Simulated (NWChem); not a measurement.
## Basis-set convergence for N-methylmethanimine (C$_{2}$H$_{5}$N)

```xyz
8

C     -1.1018     0.3452     0.0000
N      0.0354    -0.5448     0.0000
C      1.1976    -0.0473     0.0000
H     -1.7294     0.1339    -0.8824
H     -1.7294     0.1339     0.8824
H     -0.8381     1.4237     0.0000
H      1.3987     1.0455     0.0000
H      2.0757    -0.7107     0.0000
```
Charge 0, spin multiplicity 1.

Everything below was run with NWChem. The geometry was optimised at B3LYP/def2-SVP, a minimum by its harmonic frequencies.

Quantity: LUMO energy at the level B3LYP.

B3LYP has NWChem's definition, with VWN1-RPA local correlation. The Pople sets run with spherical d functions.

| basis | functions | LUMO energy (eV) |
|---|---|---|
| STO-3G | 20 | … |
| 3-21G | 37 | 0.14 |
| 6-31+G* | 64 | … |
| cc-pVDZ | 67 | … |
| 6-311G** | 84 | -0.36 |
| 6-311++G** | 101 | -0.75 |
| def2-TZVP | 123 | -0.60 |
| pcseg-2 | 160 | -0.68 |
| cc-pVTZ | 160 | -0.51 |
| def2-TZVPP | 163 | -0.61 |

Q: Fill in the missing entries.

A: 
- STO-3G, LUMO energy (eV): 2.57
- 6-31+G*, LUMO energy (eV): -0.66
- cc-pVDZ, LUMO energy (eV): -0.19
